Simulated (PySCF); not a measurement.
Ionising KBi

HSE06; PySCF, scalar-relativistic core potentials, basis sets K def2-SVPD, Bi def2-SVPD with ECP60. Neutral (UKS): triplet (π ↑↑), Re = 3.402 Å, ωe = 131 cm⁻¹, De = 1.12 eV, HOMO -3.29 eV, LUMO -1.88 eV.

KBi⁺ (UKS): quartet (σ ↑, π ↑↑), Re = 3.915 Å, ωe = 55.6 cm⁻¹. The energies at the minima are -814.33249 hartree for KBi and -814.13856 for KBi⁺.

Problem. Work out the adiabatic ionisation energy, without and with harmonic zero-point energies (1 hartree = 27.2114 eV, 1 eV = 8065.5 cm⁻¹), and the change of the bond length.

Solution. At HSE06: 0.19393 hartree = 5.277 eV between the minima; the zero-point term (55.6 − 131.0)/2 cm⁻¹ = -0.005 eV makes it 5.272 eV. Re changes by +51.3 pm against the neutral. The electron leaves a σ orbital, and the ion is left as a loose complex of an ion and an atom.

Spin–orbit coupling is left out, which matters for elements this heavy, above all for dissociation energies. States were picked by a PBE0 search and need not be the measured ground states.
